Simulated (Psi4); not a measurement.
Pair of molecules, SMILES C#C with SMILES CO, pulled apart as rigid monomers along the line of their centres of mass from the B3LYP-D3(BJ)/def2-TZVP minimum (SMILES order as in the coordinates).
Starting geometry (charge 0, multiplicity 1):
| atom | x (Å) | y (Å) | z (Å) |
|---|---|---|---|
| C | 0.3410 | 0.3800 | 0.1368 |
| C | -0.4015 | -0.5376 | 0.3383 |
| H | 0.9974 | 1.1948 | -0.0518 |
| H | -1.0568 | -1.3544 | 0.5228 |
| C | 0.0197 | 0.2876 | 4.0555 |
| O | 0.7803 | -0.6965 | 3.3744 |
| H | 0.4452 | 1.2916 | 3.9425 |
| H | 0.0325 | 0.0280 | 5.1136 |
| H | -1.0229 | 0.3121 | 3.7184 |
| H | 0.7440 | -0.5069 | 2.4290 |

All values below come from SAPT0/jun-cc-pV(D+d)Z (Psi4).

```tsv
C2···H10 (Å)	electrostatics (kcal/mol)	exchange (kcal/mol)	induction (kcal/mol)	dispersion (kcal/mol)	total
2.16	-6.80	…	-2.37	-2.81	-1.51
2.38	-4.32	5.06	…	-1.80	-2.30
2.72	-2.45	1.67	-0.50	-0.96	-2.23
3.29	-1.16	0.25	-0.12	-0.36	-1.39
4.22	-0.45	0.01	-0.02	-0.09	-0.56
```

Some entries are withheld; supply them.


- 2.16, exchange (kcal/mol): 10.46
- 2.38, induction (kcal/mol): -1.24
